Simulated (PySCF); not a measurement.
C5H9N, SMILES CC(C)=C=CN.

Geometry: ωB97X-D3(BJ)/def2-SVP. This is a generated structure with no PubChem entry under its InChIKey; it may be hypothetical. Other conformers were not sampled.

The numbers are results of PySCF with TDA-PBE0/def2-SVPD, not measurements.

Vertical excitations. 

Computed lowest excited states:
| state | energy (eV) | λ (nm) | f | main pairs |
|---|---|---|---|---|
| S1 | 4.62 | 268 | 0.000 | HOMO→LUMO 95 % |
| S2 | 5.63 | 220 | 0.015 | HOMO→LUMO+1 80 %, HOMO→LUMO+3 13 % |
| S3 | 6.17 | 201 | 0.011 | HOMO−1→LUMO+2 34 %, HOMO→LUMO+2 18 %, HOMO→LUMO+3 16 %, HOMO−1→LUMO 10 % |
| S4 | 6.29 | 197 | 0.014 | HOMO→LUMO+3 58 %, HOMO−1→LUMO+2 16 %, HOMO−1→LUMO+1 10 % |
| S5 | 6.37 | 195 | 0.001 | HOMO−1→LUMO+2 39 %, HOMO−1→LUMO 31 %, HOMO→LUMO+2 13 %, HOMO−1→LUMO+1 7 % |
| S6 | 6.50 | 191 | 0.099 | HOMO→LUMO+4 43 %, HOMO→LUMO+2 20 %, HOMO−1→LUMO+1 18 % |
| S7 | 6.59 | 188 | 0.084 | HOMO→LUMO+4 53 %, HOMO→LUMO+2 21 %, HOMO−1→LUMO+1 17 % |
| S8 | 6.99 | 177 | 0.443 | HOMO−1→LUMO+1 30 %, HOMO−1→LUMO 29 %, HOMO−1→LUMO+3 18 %, HOMO→LUMO+5 8 % |
| S9 | 7.11 | 174 | 0.009 | HOMO→LUMO+6 84 % |
| S10 | 7.39 | 168 | 0.501 | HOMO→LUMO+5 62 %, HOMO→LUMO+2 10 % |
| T1 | 4.14 | 300 | 0 | HOMO→LUMO+2 58 %, HOMO−1→LUMO 17 % |
| T2 | 4.28 | 289 | 0 | HOMO→LUMO 81 % |
| T3 | 4.39 | 282 | 0 | HOMO−1→LUMO 55 %, HOMO→LUMO+2 16 % |
| T4 | 5.48 | 226 | 0 | HOMO→LUMO+1 60 %, HOMO→LUMO+3 25 % |
Triplets are in the Tamm–Dancoff approximation.
